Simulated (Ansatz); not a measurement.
Born–Oppenheimer molecular dynamics of C2H8BFOSi (14 atoms, charge 0, multiplicity 1). It starts from a partly relaxed structure (largest force component 0.20 eV/Å).

Theory: RKS B3LYP-D4/STO-3G in Ansatz.

```yaml
ensemble: NVE (velocity Verlet)
time_step: 1 fs
steps_asked: 250
starting_velocities_drawn_for: 300 K
seed: 628887
```

First frame:

```xyz
14
Properties=species:S:1:pos:R:3
C -0.117 -1.793 0.314
Si 0.583 -0.070 0.547
C 1.259 0.609 -1.064
O -0.621 0.963 1.188
B -1.703 1.367 0.476
F -2.576 2.158 1.090
H -0.916 -1.803 -0.438
H -0.530 -2.186 1.251
H 0.667 -2.485 -0.021
H 1.624 -0.088 1.552
H 1.598 1.647 -0.950
H 0.503 0.587 -1.858
H 2.118 0.013 -1.401
H -1.903 1.050 -0.657
```

**Question.** What does the run give?

**Answer.** The run went to its last step.

```
steps done                                               : 250
time covered                                             : 250 fs
mean temperature over the second half                    : 153 K
spread of the potential energy over the second half      : 3.8 meV per atom
mean potential energy of the second half above the start : 17.1 meV per atom
```

The conserved energy stayed within 1.6 meV per atom of its start (net change 0.66 meV per atom), so the integration is sound. The temperature averaged 0.51 of the 300 K drawn at the start: a run that starts near a minimum puts about half its kinetic energy into the potential. A run of 0.25 ps of so small a system gives no equilibrium averages. Limits of this set-up: minimal basis.

**Question.** What happens to the structure?

**Answer.** The same pairs are bonded in the first frame and the last. Pairs count as bonded within 1.25 times the sum of covalent radii (0.12 Å more for H–H). This is one draw of velocities; another would differ in detail.

**Question.** How do temperature and energy run in time?

**Answer.** 
```tsv
time (fs)	T (K)	potential energy less start (eV)	conserved less start (meV/atom)
0.0	300	0.000	0.00
12.0	110	0.315	1.47
24.0	181	0.189	0.36
36.0	137	0.269	1.14
48.0	128	0.278	0.87
60.0	160	0.229	0.85
72.0	91	0.341	1.17
84.0	145	0.246	0.36
96.0	127	0.286	1.23
108.0	177	0.198	0.53
120.0	135	0.272	1.17
132.0	156	0.232	0.63
144.0	143	0.259	1.11
156.0	198	0.168	0.72
168.0	154	0.240	1.01
180.0	180	0.194	0.55
192.0	132	0.276	1.10
204.0	186	0.184	0.51
216.0	145	0.254	0.94
228.0	133	0.271	0.83
240.0	124	0.287	0.96
```

Run time: 22 min on 1 thread of Arm Neoverse N1 (shared host), peak memory 0.13 GiB.
